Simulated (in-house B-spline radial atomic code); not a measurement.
Orbital energies and mean radii along the 3-electron series, configuration [He] 2s1. The effective charge is n√(-2ε), a non-relativistic measure. Computed with an all-electron radial atomic-structure program (B-spline basis): non-relativistic Hartree-Fock, average of the configuration, point nuclei.

This level leaves out relativity, spin-orbit splitting included, which matters for heavy ions.

```
  ion   Z  energy of 1s (Eh)  mean radius of 1s (bohr)  energy of 2s (Eh)  mean radius of 2s (bohr)  effective charge of 1s
Ga28+  31            -455.37                  0.049013            -108.04                   0.20168                  30.179
Ge29+  32            -486.05                  0.047462            -115.52                   0.19512                  31.178
As30+  33            -517.72                  0.046007            -123.24                   0.18897                  32.178
Se31+  34             -550.4                  0.044638            -131.22                    0.1832                  33.178
Br32+  35            -584.08                  0.043348            -139.45                   0.17777                  34.178
Kr33+  36                  ?                         ?                  ?                         ?                       ?
Rb34+  37                  ?                         ?                  ?                         ?                       ?
Sr35+  38             -691.1                   0.03989            -165.63                   0.16326                  37.178
```

Fill in the row of Kr33+.

energy of 1s (Eh): -618.75; mean radius of 1s (bohr): 0.04213; energy of 2s (Eh): -147.92; mean radius of 2s (bohr): 0.17266; effective charge of 1s: 35.178.

Fill in the row of Rb34+.

energy of 1s (Eh): -654.43; mean radius of 1s (bohr): 0.040979; energy of 2s (Eh): -156.65; mean radius of 2s (bohr): 0.16782; effective charge of 1s: 36.178.

How does the screening of 1s change?

Z less the effective charge goes from 0.82 at Z = 31 to 0.82 at Z = 38.
